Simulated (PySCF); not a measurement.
## Polarisability and C₆ of Ce⁺ (cerium, charge +1)

[Xe] 4f1 5d2, one real determinant. All numbers are calculated (PySCF 2.14, the spin-free X2C one-electron Hamiltonian (Gaussian nucleus), in ANO-RCC-VTZP (8s7p5d3f2g1h, 104 functions)). Coupled (time-dependent) response in atomic units; α is the mean over directions. The basis has no added diffuse functions, which lowers α and C₆.

| method | mean α (bohr³) | α xx, yy, zz | C₆ (like pair) | S(−4) |
| --- | --- | --- | --- | --- |
| UHF | 42.19 | 43.37, 43.37, 39.84 | 330.5 | 1848 |

S(−4) is the Cauchy moment in α(ω) = α(0) + S(−4) ω² + …

Spin-orbit coupling is absent.

α(iu) at UHF:

```tsv
u (hartree)	α(iu) (bohr³)
0	42.19
0.0500	38.25
0.100	31.13
0.200	21.52
0.300	16.78
0.500	11.80
0.750	8.301
1.00	6.119
1.50	3.693
2.00	2.480
3.00	1.371
5.00	0.6259
```

A single London oscillator, α(iu) = α/(1 + u²/ω²), gives C₆ = (3/4) ω α². Matching the computed C₆ needs ω = 4 × 330.5 / (3 × 42.19²) = 0.248 hartree.

For an ion, C₆ is the dispersion term alone; charge-induced terms of lower order in 1/R come first.

The components differ because the open shell of this determinant is not spherical; for a pure term their mean is the scalar polarisability.

⟨L²⟩ = 24.11 against 42 for a pure I term, so this real determinant mixes terms. Spin-orbit coupling, absent here, splits the open shell strongly.
